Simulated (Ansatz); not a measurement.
C₂H₈O₃Si₂, SMILES `C=C[SiH](O)[SiH](O)O`, relaxed with RKS PBE0-D4/def2-TZVP in Ansatz from a GFN2-xTB geometry. The force threshold is 0.005 eV/Å; the program also tests the step.

Total charge 0; spin multiplicity 1.

Start:

```xyz
15

C    -1.102    2.086    0.159
C     0.143    1.768    0.480
Si    0.721    0.005    0.867
O     2.325   -0.118    0.532
Si   -0.166   -1.665   -0.409
O    -1.764   -1.580   -0.123
O    -0.021   -1.452   -2.028
H    -1.413    3.097   -0.060
H    -1.872    1.333    0.102
H     0.878    2.568    0.515
H     0.543   -0.155    2.324
H     2.966    0.454    0.947
H     0.295   -3.039   -0.140
H    -2.373   -1.964   -0.749
H     0.840   -1.338   -2.416
```

| step | energy (eV) | largest force (eV/Å) | largest move (Å) |
| --- | --- | --- | --- |
| 1 | -24092.3431 | 1.400 | 0.000 |
| 2 | -24092.4550 | 0.475 | 0.129 |
| 3 | -24092.4760 | 0.276 | 0.084 |
| 4 | -24092.4899 | 0.231 | 0.127 |
| 5 | -24092.5002 | 0.107 | 0.064 |
| 6 (rejected) | -24092.4727 | 0.551 | 0.200 |
| 7 | -24092.5105 | 0.066 | 0.100 |
| 8 | -24092.5119 | 0.306 | 0.100 |
| 9 | -24092.5219 | 0.175 | 0.150 |
| 10 | -24092.5241 | 0.209 | 0.038 |
| 11 | -24092.5268 | 0.126 | 0.045 |
| 13 (rejected) | -24092.5297 | 0.322 | 0.090 |
| 15 | -24092.5403 | 0.237 | 0.099 |
| 17 | -24092.5475 | 0.375 | 0.057 |
| 19 | -24092.5743 | 0.141 | 0.200 |
| 21 | -24092.5804 | 0.027 | 0.098 |
| 23 (rejected) | -24092.5822 | 0.345 | 0.147 |
| 25 | -24092.5887 | 0.141 | 0.072 |
| 27 | -24092.5932 | 0.226 | 0.041 |
| 29 (rejected) | -24092.5939 | 0.309 | 0.061 |
| 31 | -24092.5976 | 0.077 | 0.078 |
| 33 | -24092.5985 | 0.067 | 0.013 |
| 35 | -24092.5987 | 0.016 | 0.014 |
| 37 | -24092.5987 | 0.009 | 0.010 |
| 38 | -24092.5987 | 0.005 | 0.002 |

End:

```xyz
15

C    -1.232    1.986    0.388
C    -0.017    1.741    0.876
Si    0.869    0.119    0.672
O     2.115    0.195   -0.435
Si   -0.361   -1.648   -0.272
O    -1.626   -0.995   -1.108
O     0.704   -2.457   -1.232
H    -1.729    2.941    0.541
H    -1.780    1.241   -0.182
H     0.473    2.533    1.443
H     1.432   -0.249    2.007
H     2.848    0.786   -0.258
H    -0.885   -2.673    0.669
H    -2.232   -1.605   -1.534
H     1.419   -1.915   -1.577
```

It took 84 s on 2 threads of an AMD EPYC 7R13 on a shared host and a share of an NVIDIA H100 80 GB, with 0.91 GiB of host memory at the peak.
